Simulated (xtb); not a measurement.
C2H6ClFSi, SMILES C[Si](C)(F)Cl. All values are semi-empirical tight-binding results from xtb (GFN2-xTB unless named), good for trends rather than for accurate numbers. Coordinates come from a GFN2-xTB optimisation.

Optimised geometry:

```xyz
11

C      1.7092    -1.0693     0.0769
Si     0.1095    -0.0743     0.2627
C     -1.2127    -0.8958     1.3396
F      0.5114     1.3127     1.0017
Cl    -0.6343     0.4721    -1.5298
H      2.4379    -0.5282    -0.5213
H      1.5350    -2.0259    -0.4059
H      2.1612    -1.2653     1.0448
H     -2.0732    -0.2436     1.4653
H     -1.5669    -1.8250     0.9040
H     -0.8261    -1.1215     2.3290
```

Problem. Estimate the properties. (An estimate is asked for; the answer gives what the named calculation found.)

Solution. 
| Item | Result |
|---|---|
| point group as xtb finds it | Cs |
| orbital gap | 6.80 eV |
| dipole moment | 2.61 D |
| zero-point energy | 48.7 kcal/mol |
| G − E(el) at 298.15 K (modified RRHO) | 28.0 kcal/mol |
| static polarisability (D4 model) | 71.4 bohr³ |
| solvation energy, GFN2-xTB/ALPB(water) | -1.9 kcal/mol |
| solvation energy, GFN2-xTB/ALPB(toluene) | -3.2 kcal/mol |

Computed atomic charges and the Wiberg bond orders between heavy atoms:
charges (e) C1 -0.20, Si2 0.60, C3 -0.20, F4 -0.27, Cl5 -0.23, H6 0.06, H7 0.05, H8 0.05, H9 0.06, H10 0.05, H11 0.05. Bond orders C1–Si2 0.90, Si2–C3 0.90, Si2–F4 1.07, Si2–Cl5 1.08.
